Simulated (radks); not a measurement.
Problem. Valence configurations of Au (all share [Xe]). Calculated with a radial shooting solver on a logarithmic mesh with Libxc functionals: scalar-relativistic Kohn-Sham, r2SCAN, spin-polarised, spherical densities, finite nucleus; open shells are filled with parallel spins first (spin-orbit coupling, left out, can overturn this in heavy ions); meta-GGA in the generalised Kohn-Sham scheme; Fermi nuclear charge, rms radius 5.4371 fm. Order these by energy: 4f12 5d9.5 6s1.5 6p2; 4f14 5d9.5 6s1.5; 4f14 5d9 6s2; 4f13 5d10 6s1 6p1; 4f12 5d10 6s1 6p2; 4f13 5d10 6s2; 4f14 5d10 6s1; 4f13.5 5d10 6s1 6p0.5; 4f14 5d8 6s1 6p2; 4f14 5d9 6s1 6p1.

Solution. From the lowest, in eV above it: 4f14 5d10 6s1 0.000; 4f14 5d9.5 6s1.5 0.966; 4f14 5d9 6s2 2.005; 4f14 5d9 6s1 6p1 6.967; 4f14 5d8 6s1 6p2 15.582; 4f13.5 5d10 6s1 6p0.5 42.322; 4f13 5d10 6s2 82.885; 4f13 5d10 6s1 6p1 88.141; 4f12 5d10 6s1 6p2 190.75; 4f12 5d9.5 6s1.5 6p2 195.18. NIST lists [Xe] 4f14 5d10 6s1 as the ground configuration; this level of theory agrees among the configurations tried. The energies are those of spherical high-spin densities, not of single terms.
